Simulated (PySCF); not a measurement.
Germanium: a sound run and one with changed settings

Sound run: Ge²⁺ [Ar] 3d10 4s2, Ge³⁺ [Ar] 3d10 4s1. All numbers are calculated (PySCF 2.14, no relativity, point nucleus, in def2-TZVP). The sound run starts from symmetry-adapted Hartree-Fock orbitals and uses a fine grid where one is needed.

Changed run: radial step 0.5 in ln r (0.13 in the sound run). This setting is unsound on purpose.

```json
{"species": "Ge²⁺", "method": "UHF", "sound run (hartree)": "-2074.48816", "changed run (hartree)": "-2074.48816", "converged": "yes"}
{"species": "Ge²⁺", "method": "M06-2X", "sound run (hartree)": "-2076.06608", "changed run (hartree)": "-2076.07893", "converged": "yes"}
{"species": "Ge²⁺", "method": "PBE", "sound run (hartree)": "-2075.73223", "changed run (hartree)": "-2075.70154", "converged": "yes"}
{"species": "Ge³⁺", "method": "UHF", "sound run (hartree)": "-2073.32303", "changed run (hartree)": "-2073.32303", "converged": "yes"}
{"species": "Ge³⁺", "method": "M06-2X", "sound run (hartree)": "-2074.83375", "changed run (hartree)": "-2074.85479", "converged": "yes"}
{"species": "Ge³⁺", "method": "PBE", "sound run (hartree)": "-2074.48790", "changed run (hartree)": "-2074.45684", "converged": "yes"}
```

Ionisation energy of Ge²⁺:

| method | sound run (eV) | changed run (eV) |
| --- | --- | --- |
| UHF | 31.705 | 31.705 |
| M06-2X | 33.533 | 33.311 |
| PBE | 33.860 | 33.870 |

A coarse radial grid mis-integrates the density and the exchange-correlation energy, with errors of either sign; Hartree-Fock needs no grid.

For comparison, NIST gives 34.058 eV between the lowest levels.
